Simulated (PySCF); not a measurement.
**MBr for M along group 14**

CCSD(T) with double-zeta basis sets in PySCF, for the lowest determinant that a PBE0 search found; no spin–orbit coupling. De refers to high-spin ground-configuration atoms.

```json
{"M": "C", "basis": "def2-SVP", "reference, frozen orbitals": "UHF, 10", "state (unpaired electrons)": "doublet (π ↑)", "Re (Å)": "1.831", "ωe (cm⁻¹)": "726", "De (eV)": "3.11"}
{"M": "Si", "basis": "pcseg-1", "reference, frozen orbitals": "UHF, 14", "state (unpaired electrons)": "doublet (π ↑)", "Re (Å)": "2.274", "ωe (cm⁻¹)": "409", "De (eV)": "3.41"}
{"M": "Ge", "basis": "cc-pVDZ-PP", "reference, frozen orbitals": "UHF, 8", "state (unpaired electrons)": "doublet (π ↑)", "Re (Å)": "2.352", "ωe (cm⁻¹)": "292", "De (eV)": "3.15"}
{"M": "Sn", "basis": "cc-pVDZ-PP", "reference, frozen orbitals": "UHF, 8", "state (unpaired electrons)": "doublet (π ↑)", "Re (Å)": "2.554", "ωe (cm⁻¹)": "241", "De (eV)": "3.00"}
{"M": "Pb", "basis": "def2-SVP", "reference, frozen orbitals": "UHF, 13", "state (unpaired electrons)": "doublet (π ↑)", "Re (Å)": "2.652", "ωe (cm⁻¹)": "213", "De (eV)": "2.94"}
```

The shortest bond is that of CBr (1.831 Å), the longest that of PbBr (2.652 Å).

The rows differ in basis set, which adds steps of its own.

Down a group the atoms grow and get heavier, so bonds lengthen and wavenumbers fall; this series shows no clear exception.

Correlated steps freeze the inner cores (8 to 14 orbitals); shallow outer-core shells are correlated. Correlated levels converge slowly with the basis: in double zeta they bind strong bonds too weakly, by up to about 1 eV, and carry superposition errors of some tenths. These are scalar-relativistic numbers at best; spin–orbit coupling would shift them, the dissociation energy most. States were picked by a PBE0 search and need not be the measured ground states.
